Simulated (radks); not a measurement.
Values are calculated unless marked as measured or tabulated.
Question: The dysprosium ion Dy+ is in [Xe] 4f10 6s1. Level of theory: scalar-relativistic Kohn-Sham, LDA (Slater exchange, Perdew-Wang correlation), spin-polarised, spherical densities, finite nucleus; Fermi nuclear charge, rms radius of each element as measured or else 0.836 A^(1/3) + 0.57 fm (a radial shooting solver on a logarithmic mesh with Libxc functionals). Open shells are filled with parallel spins first. One electron is removed from 4f, 5s, 6s, 5p in turn, with full relaxation. Which removal costs least, and what does each cost?

Answer: 6s 12.121 eV; 4f 15.771 eV; 5p 36.998 eV; 5s 60.973 eV. The 6s electron leaves first.
